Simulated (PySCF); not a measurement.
Compound: C₆H₈O₃.
Atom-mapped SMILES: `[O:1]=[CH:2][O:3][C@@H:4]1[CH2:5][CH2:6][CH2:7][C:8]1=[O:9]` (hydrogens: H10 on C2; H11 on C4; H12, H13 on C5; H14, H15 on C6; H16, H17 on C7)

Method used: PBE0-D3(BJ)/def2-SVP geometry optimisation, gas phase (PySCF 2.14.0).

(1) What internal coordinates does the optimisation give?

Results:

(1) 
```json
{"bond": "O1=C2", "length (pm)": "119.5"}
{"bond": "C2–O3", "length (pm)": "133.7"}
{"bond": "O3–C4", "length (pm)": "141.1"}
{"bond": "C4–C5", "length (pm)": "151.7"}
{"bond": "C5–C6", "length (pm)": "153.4"}
{"bond": "C6–C7", "length (pm)": "153.0"}
{"bond": "C7–C8", "length (pm)": "151.8"}
{"bond": "C8=O9", "length (pm)": "119.9"}
{"bond": "C4–C8", "length (pm)": "153.3"}
{"bond": "C2–H10", "length (pm)": "110.9"}
{"bond": "C4–H11", "length (pm)": "110.6"}
{"bond": "C5–H12", "length (pm)": "109.9"}
{"bond": "C5–H13", "length (pm)": "110.3"}
{"bond": "C6–H14", "length (pm)": "109.9"}
{"bond": "C6–H15", "length (pm)": "110.2"}
{"bond": "C7–H16", "length (pm)": "110.0"}
{"bond": "C7–H17", "length (pm)": "110.4"}
```

A selection of angles:
```json
{"angle": "O1–C2–O3", "degrees": "126.0"}
{"angle": "O1–C2–H10", "degrees": "125.2"}
{"angle": "O3–C2–H10", "degrees": "108.8"}
{"angle": "C2–O3–C4", "degrees": "117.1"}
{"angle": "O3–C4–C5", "degrees": "113.8"}
{"angle": "O3–C4–C8", "degrees": "110.7"}
{"angle": "O3–C4–H11", "degrees": "109.3"}
{"angle": "C5–C4–C8", "degrees": "104.3"}
{"angle": "C5–C4–H11", "degrees": "111.4"}
{"angle": "C8–C4–H11", "degrees": "107.0"}
{"angle": "C4–C5–C6", "degrees": "102.6"}
{"angle": "C4–C5–H12", "degrees": "113.3"}
{"angle": "C4–C5–H13", "degrees": "108.7"}
{"angle": "C6–C5–H12", "degrees": "113.5"}
{"angle": "C6–C5–H13", "degrees": "110.7"}
{"angle": "H12–C5–H13", "degrees": "107.9"}
{"angle": "C5–C6–C7", "degrees": "104.4"}
{"angle": "C5–C6–H14", "degrees": "112.6"}
{"angle": "C5–C6–H15", "degrees": "109.6"}
{"angle": "C7–C6–H14", "degrees": "113.3"}
{"angle": "C7–C6–H15", "degrees": "110.0"}
{"angle": "H14–C6–H15", "degrees": "107.0"}
{"angle": "C6–C7–C8", "degrees": "104.9"}
{"angle": "C6–C7–H16", "degrees": "115.7"}
{"angle": "C6–C7–H17", "degrees": "111.5"}
{"angle": "C8–C7–H16", "degrees": "111.3"}
{"angle": "C8–C7–H17", "degrees": "106.5"}
{"angle": "H16–C7–H17", "degrees": "106.6"}
{"angle": "C7–C8–O9", "degrees": "127.7"}
{"angle": "C4–C8–C7", "degrees": "107.7"}
{"angle": "C4–C8–O9", "degrees": "124.5"}
```

Dihedral angles: O1–C2–O3–C4 6° (synperiplanar); C2–O3–C4–C5 -146° (anticlinal); O3–C4–C5–C6 -157° (antiperiplanar); C4–C5–C6–C7 40° (synclinal); C5–C6–C7–C8 -28° (synperiplanar); C6–C7–C8–O9 -177° (antiperiplanar); O3–C4–C8–C7 142° (anticlinal).

Of the pairs four or more bonds apart, O1···H11 is among the closest relative to their van der Waals radii: 2.26 Å, 83 % of the sum of Bondi's values. The 5-membered ring C4–C5–C6–C7–C8 has internal angles of 102.6° to 107.7°; it is puckered, 0.18 Å rms from its mean plane, widest ring torsion 40°. The 4 C–O bonds span 1.195 Å (O1=C2, drawn double) to 1.411 Å (O3–C4, drawn single), a spread of 0.216 Å.

Point group: C1 (no symmetry element, even within 0.4 Å). No frequency check. One conformer, not necessarily the lowest.
